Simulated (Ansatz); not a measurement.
A nudged elastic band was laid between two geometries of AlH7N2OSi (12 atoms, charge 0, multiplicity 1).

Computed with RKS PBE-D4/def2-SVP (Ansatz 0.2.0).

```yaml
movable_images: 7
climbing_image: yes
spring: 5.0 eV/Å²
optimiser: quadratic models (default)
start_path: IDPP
force_threshold: 0.03 eV/Å
iteration_limit: 60
end_points: relaxed
```

First end point:

```xyz
12
Properties=species:S:1:pos:R:3
N -1.940 0.709 1.617
Si -0.707 -0.513 1.261
Al 0.620 -0.005 -0.746
N 2.025 -0.933 -1.354
O 0.067 1.408 -1.578
H -1.550 1.634 1.835
H -2.616 0.845 0.856
H 0.168 -0.623 2.488
H -1.421 -1.838 1.124
H 2.386 -1.773 -0.894
H 2.589 -0.730 -2.183
H 0.455 1.763 -2.393
```

Last end point:

```xyz
12
Properties=species:S:1:pos:R:3
N -1.777 0.875 1.350
Si -0.894 -0.617 1.050
Al 0.695 -0.001 -0.698
N 2.296 -0.742 -0.979
O 0.092 1.286 -1.683
H -2.023 1.416 0.516
H -2.572 0.857 1.997
H -0.226 -1.041 2.338
H -1.730 -1.827 0.654
H 2.682 -1.489 -0.396
H 2.968 -0.497 -1.710
H 0.565 1.727 -2.405
```

(1) Which bonds break or form, and what moves?

(2) What energy profile does the band end with?

(3) What is the geometry of the highest image?

## Answers

(1) No bond is made or broken. The dihedral H7–N1–Si2–Al3 goes from 59 to 175°.

(2) The run converged. The highest image is number 3 of 0 to 8, 0.1 kcal/mol above the first end and 1.2 kcal/mol above the last; the last end lies 1.2 kcal/mol below the first. The top lies less than 8 meV above the higher end, about what the thresholds resolve: that end is a shoulder or a very shallow well. A vibrational analysis at the climbing image gives one clearly imaginary mode, 103i cm⁻¹: a first-order saddle point.

```
image  path coordinate (Å)  energy (kcal/mol)  dihedral H7–N1–Si2–Al3 (°)
    0                 0.00                0.0                          59
    1                 0.40                0.0                          65
    2                 0.80                0.0                          81
    3                 1.19                0.1                         100
    4                 1.65               -0.1                         126
    5                 2.11               -0.6                         149
    6                 2.57               -1.0                         164
    7                 3.03               -1.1                         171
    8                 3.48               -1.2                         175
```

(3) 
```xyz
12
Properties=species:S:1:pos:R:3
N -2.029 0.695 1.390
Si -0.726 -0.494 1.266
Al 0.732 0.050 -0.629
N 2.074 -0.933 -1.289
O 0.311 1.577 -1.326
H -1.813 1.623 1.014
H -2.926 0.392 0.999
H 0.051 -0.582 2.563
H -1.384 -1.846 1.107
H 2.361 -1.834 -0.898
H 2.668 -0.705 -2.090
H 0.760 2.002 -2.073
```

Time of the run: 100 s on 2 threads of Intel(R) Xeon(R) 6975P-C (Granite Rapids), on a shared host, peak memory 0.18 GiB.
